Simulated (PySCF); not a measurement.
C2H3O2 (SMILES CC([O])=O), doublet, geometry from GFN2-xTB. Base run: PBE0/6-31G* (PySCF).

PySCF was given this input:
```python
from pyscf import gto, scf, dft

mol = gto.M(
    atom='''
C    -0.24174372    0.21438932    0.00455158
O     0.23038029    1.31548410    0.01249130
O    -1.27974546   -0.38217417    0.00729602
C     1.02387385   -0.90543389   -0.01924901
H     1.94922038   -0.34541071   -0.02138327
H     0.88457216   -1.49737251    0.87617804
H     0.86834805   -1.47742881   -0.92490868
''',
    basis='6-31g*',
    spin=1,
    verbose=4,
    symmetry=True,
)

mf = dft.UKS(mol)
mf.xc = 'pbe0'
mf.kernel()
mf.analyze()
```

Each row names what was changed in the base input (with any setting that the change needs).

| change | ΔE vs base (eV) | point group used | SCF cycles |
|---|---|---|---|
| base | 0.00 | Cs | 14 |
| irrep_nelec = A':(14, 12) A":(2, 3) | 11.18 | Cs | 34 |
| symmetry = off | 0.00 | C1 | 14 |
| irrep_nelec = A':(12, 12) A":(4, 3) | 7.11 | Cs | 14 |

Open shells are given as the SCF converged; they aren't shown to be the lowest states, and a large step between rows can be another state.
